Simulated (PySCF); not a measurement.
[HgF3(NH3)]−: one run

[HgF3(NH3)]− (singlet). PySCF 2.14.0, RKS B3LYP, Hg def2-SVP with ECP60, F def2-SVP, N def2-SVP, H def2-SVP; non-relativistic Hamiltonian with scalar-relativistic core potentials where named; density fitting; no spin-orbit coupling. Purpose: level B3LYP. The geometry is a saddle point of the state and level it was relaxed for.

```python
mol = gto.M(atom='''
Hg     0.07614    -0.07614     0.07614
F      0.92527     1.58842     1.05085
F     -1.58842    -1.05085     0.92527
F      1.05085    -0.92527    -1.58842
N     -1.44121     1.44121    -1.44121
H     -1.69539     2.27921    -0.92696
H     -0.92696     1.69539    -2.27921
H     -2.27921     0.92696    -1.69539''',
    basis={'Hg': 'def2-SVP', 'F': 'def2-SVP', 'N': 'def2-SVP', 'H': 'def2-SVP'},
    ecp={'Hg': 'def2-SVP'},
    charge=-1, spin=0)
mf = dft.RKS(mol, xc='B3LYP')
mf.grids.atom_grid = (75, 302)
mf = mf.density_fit()  # fitting sets: Hg def2-universal-JKFIT, F def2-universal-JKFIT, N def2-universal-JKFIT, H def2-universal-JKFIT
mf.conv_tol = 1e-08; mf.max_cycle = 55
mf.kernel(dm0)  # dm0: converged density of the relaxed state
mf.nuc_grad_method().kernel()
```

Run from Python with OMP_NUM_THREADS=2; the lines above give its settings. Where DIIS fails, smearing, a level shift and second-order steps follow.
It took 13 s on 2 threads of Intel(R) Xeon(R) Processor @ 2.50GHz (Skylake/Cascade Lake), with other jobs on the host, from an already converged density.

(1) Where do the frontier levels lie, over both spins?

(2) What are the Mulliken charges and spins?

(3) What forces act on the atoms (eV/Å)?

The geometry was relaxed with PBE0 (Hg def2-SVP with ECP60, F def2-SVP, N def2-SVP, H def2-SVP).

Answers

(1) HOMO -1.75 eV, LUMO 3.53 eV. 

(2) 
```csv
atom,charge (e),spin (e)
Hg1,0.593,0.000
F2,-0.574,0.000
F3,-0.574,0.000
F4,-0.574,0.000
N5,-0.185,0.000
H6,0.104,0.000
H7,0.104,0.000
H8,0.104,0.000
```

(3) 
```
Hg   0.12 -0.12  0.12
F    0.04  0.18  0.08
F   -0.18 -0.08  0.04
F    0.08 -0.04 -0.18
N    0.00  0.00  0.00
H    0.00  0.10  0.04
H    0.04  0.00 -0.10
H   -0.10 -0.04  0.00
```
Forces carry noise of the integration grid, about 0.01 to 0.03 eV/Å.
